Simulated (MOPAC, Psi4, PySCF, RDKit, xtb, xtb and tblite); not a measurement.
Two geometries of SMILES O[SiH2]B(O)O (H₅BO₃Si), relaxed at GFN2-xTB with one dihedral held; other torsions can differ between them too.

Structure A

```
10

O      2.2048    -0.3581    -0.0302
Si     0.8858     0.6047    -0.1019
B     -0.2795     0.3978     1.4785
O     -0.2760    -0.7995     2.1095
O     -1.1097     1.3421     2.0147
H      2.1154    -1.3053     0.0215
H      1.5464     1.9110    -0.2322
H      0.1976     0.3753    -1.3906
H     -0.8525    -0.8494     2.8760
H     -1.1349     2.2008     1.5988
```

Structure B

```
10

O     -2.1790    -0.3617    -0.2288
Si    -0.9076     0.6303     0.0353
B      0.5284     0.3443    -1.2875
O      0.5187    -0.8294    -1.9633
O      1.5509     1.1946    -1.6002
H     -2.0345    -1.2679    -0.4861
H     -0.4641     0.4571     1.4359
H     -1.5761     1.9380    -0.0049
H      1.2313    -0.9311    -2.5989
H      1.5892     2.0324    -1.1448
```

### Question
Which is lower in energy at the level DF-MP2 (frozen core)/cc-pVTZ // GFN2-xTB in Psi4 1.11, and by how much?

### Answer
B is lower, by 1.49 kJ/mol (dihedral H6–O1–Si2–B3: 60° in A, 40° in B).

E(B) − E(A) in kJ/mol at the other levels, on the same two geometries: GFN2-xTB (xtb and tblite) -1.32; PBE0/def2-TZVP // GFN2-xTB (Psi4) -1.56; PBE0-D3(BJ)/def2-TZVP // GFN2-xTB (Psi4) -1.63; PBE/def2-TZVP // GFN2-xTB (Psi4) -1.43; PBE-D3(BJ)/def2-TZVP // GFN2-xTB (Psi4) -1.52; wB97X-D/def2-TZVP // GFN2-xTB (Psi4) -1.64; HF/cc-pVTZ // GFN2-xTB (Psi4) -1.33; UFF // GFN2-xTB (RDKit) -2.41; PM7, restricted, heats of formation // GFN2-xTB (MOPAC) -0.39; AM1, restricted, heats of formation // GFN2-xTB (MOPAC) -0.83; GFN1-xTB // GFN2-xTB (xtb) -1.02; restricted B3LYP/6-31G*, spherical d // GFN2-xTB (PySCF) -1.43; restricted B3LYP/3-21G // GFN2-xTB (PySCF) -1.78; restricted BP86/6-31G*, spherical d // GFN2-xTB (PySCF) -1.38; restricted Hartree-Fock/STO-3G // GFN2-xTB (PySCF) -1.45.
